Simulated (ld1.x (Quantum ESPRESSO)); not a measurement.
## Sr: one change to a TM potential, before and after

- Element: strontium (Sr)
- Generator: ld1.x (Quantum ESPRESSO) 7.5
- Type: norm-conserving Troullier–Martins (Kleinman–Bylander form)
- Functional: LDA (PZ)
- Relativity: fully relativistic
- Frozen core: [Ar] 3d10 4s2
- Valence charge: 8
- Reference configuration: 4p6 4d0 5s0 5p0 (charge +2)
- Partial waves: 5s (bound, empty): rc 2.70 bohr; 4p (bound): rc 1.95 bohr; 4d (bound, empty): rc 2.20 bohr; 4f channel at 0.35 Ry: rc 3.00 bohr
- Local potential: all-electron potential smoothed inside 1.75 bohr (lloc = -1)
- Core correction: a·sin(br)/r model core, default radius (core density twice the valence density)

Open shells are filled in proportion to 2j + 1 (rel_dist='average').

Change: wave 4p (bound): rc 1.95 bohr becomes 4p (bound): rc 1.52 bohr.

Cutoffs: the cutoffs (Ry, on a coarse ladder) from which the occupation-weighted sum of valence levels, in a spherical-Bessel basis at the reference potential, stays within 10 and 1 mRy of its value at 400 Ry; they do not see the model core or the augmentation charge, which bear on the density cutoff. Errors are all-electron minus pseudo energies relative to the spin-unpolarised reference configuration.

Task: Predict the effect on cutoff, ghosts and configuration errors.

Result: The potential gets harder (30 Ry and 35 Ry → 40 Ry and 80 Ry); both files keep a bound ghost (s); of the 7 tests that both files solve, the error grows in 0 and shrinks in 1 by more than 15 % and 0.3 meV (median size 17.9 → 17.9 meV). A smaller radius makes the pseudo-wave follow the all-electron one further in, where it bends more sharply, so more plane waves are needed.

| quantity | base | changed |
| --- | --- | --- |
| cutoff, loose | 30 Ry | 40 Ry |
| cutoff, tight | 35 Ry | 80 Ry |
| bound ghosts | s | s |
| error for 4p6 4d0 5s2 5p0, meV [ΔE -17.24 eV] | +31 | +31 |
| error for 4p6 4d0 5s1 5p0, meV [ΔE -11.18 eV] | +8.4 | +8.4 |
| error for 4p6 4d0 5s1.5 5p0, meV [ΔE -14.83 eV] | +19 | +19 |
| error for 4p6 4d1 5s0 5p0, meV [ΔE -9.38 eV] | -10 | -10 |
| error for 4p5 4d0 5s2 5p0, meV [ΔE 11.15 eV] | -226 | -218 |
| error for 4p6 4d1 5s1 5p0, meV [ΔE -14.90 eV] | +18 | +18 |
| error for 4p6 4d0 5s0 5p1, meV [ΔE -8.14 eV] | +15 | +5.8 |
| s: phases at 3.26 bohr within 0.05 rad from the reference energy up to (Ry; the scan ends near 5) | 0.1 | 0.1 |
| p1/2: phases at 3.26 bohr within 0.05 rad from the reference energy up to (Ry; the scan ends near 5) | 3.1 | 3.6 |
| p3/2: phases at 3.26 bohr within 0.05 rad from the reference energy up to (Ry; the scan ends near 5) | 3.1 | 3.6 |
| d3/2: phases at 3.26 bohr within 0.05 rad from the reference energy up to (Ry; the scan ends near 5) | to the end of the scan | to the end of the scan |
| d5/2: phases at 3.26 bohr within 0.05 rad from the reference energy up to (Ry; the scan ends near 5) | to the end of the scan | to the end of the scan |
| f5/2: phases at 3.26 bohr within 0.05 rad from the reference energy up to (Ry; the scan ends near 5) | 2.4 | 2.4 |
| f7/2: phases at 3.26 bohr within 0.05 rad from the reference energy up to (Ry; the scan ends near 5) | 2.4 | 2.4 |

 A true bound ghost makes a file unfit for plane-wave use even where its test errors are small: the radial tests pick states by their node count and pass the ghost by.
